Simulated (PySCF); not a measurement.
Ligands exchanged one at a time, B NH2-SH. Isolated molecules, 0 K electronic values unless said otherwise. One relaxed conformer stands for each flexible species; it need not be the lowest. Strings in code marks are SMILES.

Level of theory: PBE0-D4/def2-TZVP (PySCF). Delta-SCF ions had no search for a lower state. Excitations are Tamm–Dancoff values on a coarser integration grid. The basis has no diffuse functions, so Rydberg states are missing or too high.

```csv
species,S1–T1 gap (TDA) (eV),vertical ionisation energy (Delta-SCF) (eV),HOMO–LUMO gap (eV),S1 oscillator strength,HOMO (eV)
0 of 3 NH2 replaced by SH (`NB(N)N`),0.29,8.82,7.44,0.000,-6.55
1 of 3 NH2 replaced by SH,0.46,9.06,7.29,0.001,-6.82
2 of 3 NH2 replaced by SH,0.43,9.26,7.22,0.000,-7.17
3 of 3 NH2 replaced by SH (`SB(S)S`),0.66,9.54,6.83,0.000,-7.54
```
